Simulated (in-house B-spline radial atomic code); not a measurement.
## Ionising Al2+ with different functionals

Computed with an all-electron radial atomic-structure program (B-spline basis): four-component Dirac-Coulomb Hamiltonian, Fermi nucleus of rms radius 3.061 fm, spin-restricted, spherical fractional occupations for the functionals. The ionisation energy is the difference of two self-consistent energies, [Ne] 3s1 → [He] 2s2 2p6, without Breit or QED terms; ε is the level of the shell that loses the electron (mean over j).

Hybrids are left out here: with spherical fractional occupations of an open shell their exact exchange keeps a self-interaction that integer-occupation calculations don't have.

```csv
method,rung,ΔSCF (eV),-ε(3s) (eV)
LDA VWN5,LDA,28.43,23.93
relativistic LDA,LDA,28.42,23.92
LDA PW92,LDA,28.43,23.93
LDA exchange-only,LDA,27.35,22.78
PBE,GGA,28.44,23.75
PBEsol,GGA,28.16,23.65
BLYP,GGA,28.71,23.84
RPBE,GGA,28.46,23.60
PW91,GGA,28.50,23.79
BP86,GGA,28.24,23.88
AM05,GGA,28.08,23.61
OLYP,GGA,28.53,23.37
```

Problem. How do they compare with the NIST value?

Solution. NIST lists 28.448 eV (measured, ground level to ground level). Errors run from -1.10 to +0.26 eV; PBE is closest (-0.01 eV), but part of that can be cancellation, since the calculations leave out Breit-QED terms, spin polarisation.
